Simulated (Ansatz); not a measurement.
Computed with Ansatz on PBE0-D4/def2-TZVP structures; ΔE is electronic, products minus reactants. CBS: MP2 limit from def2 TZ/QZ plus the TZ coupled-cluster correction, frozen cores. This one scheme is used for every species, atoms too. DFT in def2-TZVPP. B3LYP here is the variant with VWN-RPA as its local correlation; programs differ in this. No spin–orbit coupling; open shells (•) take unrestricted orbitals. Spin–orbit coupling would lower the free atoms: a little for B, C, Cl. Each species was taken in one conformer, which may not be the lowest.

`CC(C)CB(Cl)Cl` → B• + 4 C• + 2 Cl• + 9 H•  (atomization)

```
             level  ΔE (kcal/mol)  difference from CCSD(T)/CBS
       LDA (SPW92)         1711.3                        208.5
         revPBE-D4         1503.9                          1.1
         r2SCAN-D4         1514.8                         12.0
           ωB97M-V         1512.3                          9.5
            r2SCAN         1512.2                          9.4
             B3LYP         1487.4                        -15.4
           r2SCANh         1506.4                          3.6
           r2SCAN0         1498.2                         -4.6
         CAM-B3LYP         1500.6                         -2.2
SCS-MP2/def2-TZVPP         1483.7                        -19.1
       CCSD(T)/CBS         1502.8                            0
```

Largest T1 diagnostic among the species: 0.014.

Leaving LDA and LC-ωPBE aside and taking each functional with its dispersion term where it has one, the values, not all of them listed here, spread over 64.6 kcal/mol, from BHLYP-D4 to PBE-D4. LDA lies +184.2 kcal/mol from PBE without D4, its usual overbinding. In def2-TZVPP, CCSD(T) changes the Hartree–Fock value by +322.2 kcal/mol (the triples alone add +20.4 kcal/mol) and MP2 by +348.0 kcal/mol; breaking electron pairs costs correlation energy, which Hartree–Fock lacks.

For atomizations the MP2-based limit and the directly extrapolated one differ by several kJ/mol either way, and by 10 to 25 for some Ge, Se and Sn compounds, so smaller differences from it don't rank the levels.
